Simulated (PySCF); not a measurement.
## TmH3(NH3) at several levels of theory

Computed with PySCF 2.14.0 (density fitting, no spin-orbit coupling) at the geometry relaxed with PBE0:

```xyz
8
TmH3(NH3) (singlet in the valence; each metal's 4f electrons, 12 of them, lie in its core potential, out of spins and levels)
Tm    0.2222   -0.2222    0.2222
H     1.1608    1.2781    1.1608
H    -1.2781   -1.1608    1.1608
H     1.1608   -1.1608   -1.2781
N    -1.1863    1.1863   -1.1863
H    -1.7958    1.7958   -0.6359
H    -0.6359    1.7958   -1.7958
H    -1.7958    0.6359   -1.7958
```

```tsv
level	basis	state	HOMO (eV)	gap (eV)	charge on Tm1 (e)	population of f-type functions on Tm1 (polarisation alone where 4f lies in the core)	dipole about the centre of mass (D)	largest force component (eV/Å)
PBE0	Tm lcecp-1-SVP with ECP58, H def2-SVP, N def2-SVP	singlet	-6.29	6.09	0.49	0.02	5.44	0.00
PBE0	Tm lcecp-1-TZVP with ECP58, H def2-TZVP, N def2-TZVP	singlet	-6.33	5.80	0.69	0.02	5.32	0.20
```

In the lcecp rows the 4f levels are missing from HOMO and gap, and the state counts the valence alone.

Charges are Mulliken's, which hang on the basis. The relaxation used the grid (50, 194), these runs (75, 302) or, all-electron (x2c bases, spin-free X2C Hamiltonian), (99, 590).

Question: A further run in the first row's basis gives HOMO (eV) -5.35, gap (eV) 4.54, charge on Tm1 (e) 0.49, population of f-type functions on Tm1 (polarisation alone where 4f lies in the core) 0.01, dipole about the centre of mass (D) 5.43, largest force component (eV/Å) 0.07. Which level was it?
A. r2SCAN
B. CAM-B3LYP

Answer: A. The others give HOMO -7.70 eV (CAM-B3LYP).

In the first row's basis the gap widens with exact exchange: 4.5 eV for r2SCAN (none); 6.1 eV for PBE0 (a fixed share); 8.3 eV for CAM-B3LYP (rising or full at long range).

An lcecp potential fixes the number of 4f electrons, so in runs with it no electron can move into or out of that shell.
